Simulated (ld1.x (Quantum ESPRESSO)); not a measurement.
**What one change does to a pseudopotential (Cd (Z = 48), RRKJ)**

Cd, norm-conserving RRKJ (Kleinman–Bylander form), made with ld1.x (Quantum ESPRESSO) 7.5 (PBEsol, scalar-relativistic). Core [Kr], reference 4d10 5s1.75 5p0.25. Waves: 5s (bound): rc 2.25 bohr; 5p (bound): rc 2.20 bohr; 4d (bound): rc 1.60 bohr. Local part: all-electron potential smoothed inside 1.80 bohr (lloc = -2). Core correction: none. rho0 = 0.01.

Change: functional PBE.

Cutoffs: the cutoffs (Ry, on a coarse ladder) from which the occupation-weighted sum of valence levels, in a spherical-Bessel basis at the reference potential, stays within 10 and 1 mRy of its value at 400 Ry; they do not see the model core or the augmentation charge, which bear on the density cutoff. Errors are all-electron minus pseudo energies relative to the spin-unpolarised reference configuration.

**Question.** Predict the effect on cutoff, ghosts and configuration errors.

**Answer.** The potential gets neither clearly harder nor softer (60 Ry and 70 Ry → 60 Ry and 70 Ry); of the 7 tests that both files solve, the error grows in 5 and shrinks in 1 by more than 15 % and 0.3 meV (median size 3.3 → 9.9 meV); neither file shows a bound ghost.

| quantity | base | changed |
| --- | --- | --- |
| cutoff, loose | 60 Ry | 60 Ry |
| cutoff, tight | 70 Ry | 70 Ry |
| bound ghosts | none | none |
| error for 4d10 5s2 5p0, meV [ΔE -1.15 → -1.13 eV] | +0.2 | +0.4 |
| error for 4d10 5s1 5p0, meV [ΔE 8.16 → 8.14 eV] | -0.6 | +4.0 |
| error for 4d10 5s0 5p0, meV [ΔE 25.25 → 25.27 eV] | +3.3 | +33 |
| error for 4d8 5s0 5p0, meV [ΔE 117.29 → 117.34 eV] | -171 | -103 |
| error for 4d10 5s1 5p1, meV [ΔE 3.58 → 3.54 eV] | +0.3 | +1.2 |
| error for 4d10 5s0 5p2, meV [ΔE 8.62 → 8.54 eV] | +5.1 | +9.9 |
| error for 4d9 5s0 5p0, meV [ΔE 63.25 → 63.28 eV] | +23 | +73 |
| s: phases at 2.45 bohr within 0.05 rad from the reference energy up to (Ry; the scan ends near 5) | 0.6 | 0.6 |
| p: phases at 2.45 bohr within 0.05 rad from the reference energy up to (Ry; the scan ends near 5) | 0.6 | 0.6 |
| d: phases at 2.45 bohr within 0.05 rad from the reference energy up to (Ry; the scan ends near 5) | 1.6 | 1.6 |
